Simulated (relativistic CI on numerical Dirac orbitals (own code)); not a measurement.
**One change at a time: Bi³⁺**

Base calculation: Dirac-Coulomb-Breit CI, KLI orbitals optimised for each configuration, QED by a radiative potential, valence Slater integrals scaled by 0.85, P86 correlation energy added to each configuration.

Configuration list (outside the closed core [Xe] 4f14): 5d¹⁰6s², 5d¹⁰6s6p, 5d¹⁰6p², 5d¹⁰6s6d, 5d¹⁰6s6f, 5d¹⁰6d², 5d¹⁰6s7s, 5d¹⁰5f², 5d¹⁰6s7p, 5d¹⁰6p6d, 5d¹⁰6s5f, 5d⁹6s²5f, 5d⁹6s²6p, 5d¹⁰5f6p, 5d¹⁰6s8s, 5d¹⁰6s7d, 5d¹⁰6f², 5d⁹6s²5g, 5d¹⁰6s8p, 5d¹⁰5g², 5d¹⁰6s5g, 5d¹⁰6p6f, 5d¹⁰6s9s, 5d¹⁰6s8d, 5d¹⁰5g6p, 5d¹⁰6s9p, 5d¹⁰6p7s, 5d¹⁰6s9d, 5d¹⁰5f6d, 5d⁹6s²7p, 5d¹⁰6f7s. Double excitations out of closed p, d and f shells are left out; levels of such configurations are missing from the list, as are those of other unlisted configurations, and high levels can miss mixing partners. These lack a partner that the ground configuration has and come out too high: 5d⁹6s²5f, 5d⁹6s²6p, 5d⁹6s²5g, 5d⁹6s²7p.

The lowest level and the first level of each name with at least 55 % of one term (blank where a level has no safe partner in the second run):

| Level | Base (cm⁻¹) | Shift (cm⁻¹) |
| --- | --- | --- |
| 5d¹⁰6s² ¹S0 | 0.0 | 0.0 |
| 5d¹⁰6s6p ³P°0 | 65680.2 | -3078.0 |
| 5d¹⁰6s6p ³P°1 | 70921.7 | -2526.7 |
| 5d¹⁰6s6p ³P°2 | 90509.5 | -2762.3 |
| 5d¹⁰6s6p ¹P°1 | 111028.1 | +1795.7 |
| 5d¹⁰6p² ³P0 | 165154.3 | -4121.6 |
| 5d¹⁰6p² ³P1 | 181994.6 | -3179.8 |
| 5d¹⁰6s7s ³S1 | 192060.6 | -3898.0 |
| 5d¹⁰6s6d ³D1 | 192314.0 | -3192.7 |
| 5d¹⁰6s6d ³D2 | 192841.8 | -2972.2 |
| 5d¹⁰6s6d ³D3 | 194543.5 | -3059.8 |
| 5d¹⁰6s7s ¹S0 | 197027.6 | -3227.8 |
| 5d¹⁰6p² ³P2 | 197900.0 |  |
| 5d⁹6s²6p ³P°2 | 204906.3 | -3708.5 |
| 5d¹⁰6s7p ³P°0 | 218180.3 | -3207.2 |
| 5d¹⁰6s7p ³P°1 | 218783.0 | -3044.6 |
| 5d¹⁰6p² ¹S0 | 222941.7 | -3705.6 |
| 5d¹⁰6s5f ³F°4 | 225609.6 | +401.8 |
| 5d¹⁰6s7p ³P°2 | 225644.0 | -3724.5 |
| 5d¹⁰6s7p ¹P°1 | 226624.0 | -1910.1 |
| 5d¹⁰6s5f ³F°3 | 228834.3 | -2644.6 |
| 5d⁹6s²6p ³P°1 | 230897.5 | -3925.4 |

For a near-neutral ion this model can misplace configurations by up to about 10,000 cm⁻¹ (more where the count of f electrons changes) and terms by 10 to 25 % of their spread. Rates follow the energies as ν³ (E1, M1) or ν⁵ (E2), so they and the lifetimes can be off by large factors. The fine structure of a lone outer electron comes out too small, for d and f at times inverted, and misplaced configurations move strength between like terms. 19 of the 21 excited levels that our extract of the measured tables holds in this range could be paired (the sources list more); they are missed by 5033 cm⁻¹ on average and 6480 at most, and levels without a partner can miss by more.

**Question.** One thing was changed in a second run, which moved the levels as shown. Which?
A. Breit term removed
B. self-excluded LDA correlation estimate
C. QED terms removed
D. Slater integrals left unscaled
E. configuration mixing switched off

**Answer.** E. Configuration mixing switched off. Without mixing, levels that were pushed by configurations of the same parity and J return to their single-configuration places.

LS names give the leading component of a level, which can be under half, so a name can repeat, a term be missing and a line seem to break the LS rules.
